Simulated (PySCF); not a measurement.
**Computed properties of Sn(OH)(NH2) (H3NOSn), SMILES [Sn]([OH])[NH2]**

H3NOSn, SMILES [NH2][Sn][OH] (connectivity only; charge and spin as stated), neutral, multiplicity 1. The structure is a stationary point at B3LYP-D3(BJ)/def2-TZVP. The def2 effective core potentials stand for the cores of Sn; spin–orbit coupling is left out. One conformer was computed; it need not be the lowest. All values are computed for the isolated molecule unless a solvent is named; none is compared with measurement here.

**Structure.** The optimised structure has Cs symmetry. All 12 harmonic modes at B3LYP-D3(BJ)/def2-TZVP (PySCF) are real, so it is a minimum. With heavy atoms numbered as in [Sn:1]([OH:2])[NH2:4], the shortest bond between them is Sn1–O2 at 2.001 Å and the longest Sn1–N4 at 2.039 Å.

**Vibrations.** The strongest infrared lines (harmonic, unscaled, degenerate partners summed) lie at 332 cm⁻¹ (309 km/mol, H 81 %, N 17 %), 563 cm⁻¹ (108 km/mol, O 56 %, N 23 %, Sn 13 %, H 8 %), 603 cm⁻¹ (78 km/mol, H 77 %, N 13 %). The softest mode is at 196 cm⁻¹ and the zero-point energy is 23.2 kcal/mol.

**Electronic structure.** r2SCAN/def2-TZVPD (PySCF) places the frontier levels at -6.26 and -2.21 eV, a gap of 4.05 eV, and gives a dipole moment of 2.16 D and a mean polarisability of 58.1 bohr³.

**Excitations.** TDDFT-ωB97X/def2-SVPD (PySCF) has S1 at 4.89 eV (254 nm, f = 0.110, bright); the most intense of the 10 singlets computed lies at 7.49 eV (f = 0.53). T1 (TDA) is at 3.69 eV. No vertical singlet excitation falls in the visible range (under 3.1 eV).
